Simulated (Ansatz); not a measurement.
Species: C$_{2}$HCl$_{2}$F, charge 0, singlet. C2HCl2F (1,1-dichloro-2-fluoroethene, SMILES FC=C(Cl)Cl).
B3LYP-D3(BJ)/def2-TZVP minimum from Ansatz (an electronic-structure program):
```xyz
6

F      2.1864     0.6556     0.2364
C      1.3355    -0.3414    -0.0221
C      0.0223    -0.1527    -0.0334
Cl    -0.7019     1.3728     0.2794
Cl    -1.0412    -1.4694    -0.3722
H      1.8080    -1.2927    -0.2162
```

Total energies in cc-pV(D+d)Z, 30 correlated electrons, 13 frozen orbitals. UHF or UKS for unpaired electrons; spin-orbit terms are left out. Correlated methods leave the cores frozen. No relativity. The restricted determinant of C2HCl2F (FC=C(Cl)Cl, singlet) is unstable towards broken spin symmetry in at least one set run.

| method | program | energy (Eh) | minus CCSDT(Q) (mEh) |
|---|---|---|---|
| HF | Ansatz | -1094.72573 | 786.24 |
| MP2 | Ansatz | -1095.44839 | 63.58 |
| CCSD | Ansatz | -1095.48595 | 26.02 |
| CCSD(T) | Ansatz | -1095.50899 | 2.98 |
| CCSDT(Q) | Ansatz | -1095.51197 | 0.00 |
